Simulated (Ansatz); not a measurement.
Ansatz (a program for electronic structure) input (RI-MP2/aug-cc-pVTZ):
A basis named .json is the Basis Set Exchange file of that set.

Ansatz 0.2 input:
```yaml
crystal:
  periodic: [false, false, false]
  atoms:
    - {symbol: C, position_ang: [2.04632686, -0.82876351, 0.25042362]}
    - {symbol: C, position_ang: [0.59270275, -0.41626499, 0.42593406]}
    - {symbol: C, position_ang: [-0.35719699, -0.94516714, -0.65551829]}
    - {symbol: C, position_ang: [-1.63151913, -0.09305057, -0.51112430]}
    - {symbol: C, position_ang: [-1.17398048, 1.23708745, 0.15213675]}
    - {symbol: C, position_ang: [0.34482092, 1.09571119, 0.36214686]}
    - {symbol: H, position_ang: [2.43097545, -0.48099712, -0.71234796]}
    - {symbol: H, position_ang: [2.67861523, -0.40570976, 1.03421441]}
    - {symbol: H, position_ang: [2.15955035, -1.91471439, 0.28176316]}
    - {symbol: H, position_ang: [0.23707555, -0.77900898, 1.39872263]}
    - {symbol: H, position_ang: [0.10116936, -0.78000033, -1.63615705]}
    - {symbol: H, position_ang: [-0.54888258, -2.01589489, -0.56657334]}
    - {symbol: H, position_ang: [-2.11938763, 0.07271429, -1.47203932]}
    - {symbol: H, position_ang: [-2.35781552, -0.60169716, 0.12513003]}
    - {symbol: H, position_ang: [-1.41967239, 2.10689842, -0.45771217]}
    - {symbol: H, position_ang: [-1.67822533, 1.37398024, 1.11028333]}
    - {symbol: H, position_ang: [0.88680696, 1.50397382, -0.49727441]}
    - {symbol: H, position_ang: [0.70286697, 1.62314125, 1.24799846]}
basis:
  gaussian:
    orbitals: aug-cc-pVTZ
    fitting: {mean_field: def2-universal-jkfit, correlation: aug-cc-pVTZ-RIFIT.json}
magnetization: {spin_polarized: false}
correlation: {method: mp2, electrons: outside_noble_gas}
```

End of the output:

```
integrals: 1.38 GiB planned
666 factors; integrals over basis functions are off by at most 9.2e-1 eV
1.39 GiB of device memory are held for the factors and their scratch space
mean field: 2.77 GiB planned
mean field evaluation 1: about -6368.3935 eV, gradient 4.9e1 eV
mean field evaluation 2: about -6373.5049 eV, gradient 2.5e1 eV
mean field evaluation 4: about -6375.0606 eV, gradient 1.1e0 eV
mean field evaluation 8: about -6375.0646 eV, gradient 1.3e-6 eV
mean field -6375.06464046 eV, -234.2793043630 hartree, gradient 1.3e-6 eV, S^2 0.000000; 0 other end points of the search recorded, 0 dependent functions left out
6 core orbitals not correlated
1188 factors; their error is unknown
reference -6375.06464046 eV, -234.2793043630 hartree; 18, 18 occupied and 528, 528 virtual orbitals, 1188 factors
second order -28.83230880 eV of doubles, -0.00000000 eV of singles
Total energy: -6403.89694927 eV, -235.3388721683 hartree
```
